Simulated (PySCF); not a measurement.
Molfile (atoms numbered from 1):
```
BF3
     RDKit          3D

  4  3  0  0  0  0  0  0  0  0999 V2000
   -1.0844   -0.6583    0.6520 F   0  0  0  0  0  0  0  0  0  0  0  0
    0.0328   -0.0689    0.3003 B   0  0  0  0  0  0  0  0  0  0  0  0
    1.1826   -0.5421    0.7159 F   0  0  0  0  0  0  0  0  0  0  0  0
    0.0016    0.9930   -0.4678 F   0  0  0  0  0  0  0  0  0  0  0  0
  1  2  1  0
  2  3  1  0
  2  4  1  0
M  END
```

Geometry: PBE0-D3(BJ)/def2-TZVP; GIAO absolute shieldings from PySCF, gas phase, non-relativistic, averaged over equivalent atoms.

At B97-2/pcSseg-2 (144 basis functions, 2.3 s wall time on 1 thread of an AMD EPYC 9R45, shared host):
```tsv
atoms	σ (ppm)
F1/F3/F4	311.2
B2	90.6
```

Question: Estimate the result of repeating the calculation with PBE0/pcSseg-2.

Answer: 
| atoms | σ at PBE0/pcSseg-2 | change |
| --- | --- | --- |
| F1/F3/F4 | 306.4 | -4.8 |
| B2 | 89.1 | -1.5 |

The largest change is at F1/F3/F4 (fluorine bonded to B). Cost: 144 basis functions, 2.7 s wall time on 1 thread of an AMD EPYC 9R45, shared host.
